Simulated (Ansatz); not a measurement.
Relaxation of ClH₇OW (10 atoms, charge 0, multiplicity 1), to a largest force component of 0.03 eV/Å in at most 50 steps.

Level of theory: RKS BLYP/def2-SVP (Ansatz).

```xyz
10
Properties=species:S:1:pos:R:3:forces:R:3
W -0.405 0.279 -0.309 -0.41 0.83 0.33
H -0.650 -0.104 2.583 0.21 -1.67 0.64
H 1.139 0.227 0.422 0.01 -0.01 0.03
H 0.921 1.046 -1.074 -0.05 -0.04 -0.01
Cl -2.038 -1.328 -0.988 -0.03 0.00 -0.01
H 0.081 -1.199 0.372 0.00 0.03 0.01
H -0.481 0.426 -1.989 0.02 0.01 -0.01
O -1.355 1.691 0.548 0.27 -0.57 -0.79
H -1.996 1.659 1.287 0.09 0.01 -0.02
H -0.746 0.582 2.380 -0.10 1.41 -0.17
```

Task: Where does it end, and by what steps?

Result: The forces met the threshold. The force dipped under the threshold on the way, but the program's further checks kept it going. After 26 steps the energy has fallen by 0.317 eV; H2 moved furthest, 1.49 Å.

| step | energy less start (eV) | largest force component (eV/Å) | accepted |
| --- | --- | --- | --- |
| 0 | 0.0000 | 1.665 | yes |
| 1 | -0.1618 | 0.317 | yes |
| 2 | -0.2142 | 0.354 | yes |
| 3 | -0.2473 | 0.188 | yes |
| 4 | -0.2630 | 0.464 | yes |
| 5 | -0.2727 | 0.173 | yes |
| 6 | -0.2650 | 0.409 | no |
| 7 | -0.2763 | 0.064 | yes |
| 8 | -0.2788 | 0.026 | yes |
| 9 | -0.2780 | 0.403 | no |
| 10 | -0.2809 | 0.082 | yes |
| 11 | -0.2827 | 0.117 | yes |
| 12 | -0.2830 | 0.148 | yes |
| 13 | -0.2882 | 0.260 | yes |
| 14 | -0.2913 | 0.273 | yes |
| 15 | -0.2972 | 0.229 | yes |
| 16 | -0.3037 | 0.221 | yes |
| 17 | -0.3073 | 0.308 | yes |
| 18 | -0.3107 | 0.234 | yes |
| 19 | -0.3136 | 0.084 | yes |
| 20 | -0.3144 | 0.044 | yes |
| 21 | -0.3151 | 0.091 | yes |
| 22 | -0.3158 | 0.056 | yes |
| 23 | -0.3162 | 0.061 | yes |
| 24 | -0.3168 | 0.034 | yes |
| 25 | -0.3168 | 0.042 | yes |
| 26 | -0.3170 | 0.022 | yes |

```xyz
10
Properties=species:S:1:pos:R:3
W -0.325 0.191 -0.651
H -1.692 0.499 3.456
H 1.297 0.285 -0.116
H 0.776 1.216 -1.477
Cl -1.904 -1.489 -1.266
H 0.478 -1.289 -0.412
H -0.767 0.679 -2.209
O -1.130 1.222 0.670
H -1.190 1.037 1.636
H -1.072 0.928 3.601
```

Run time: 63 s on 2 threads of Arm Neoverse V1 (shared host), peak memory 0.14 GiB.
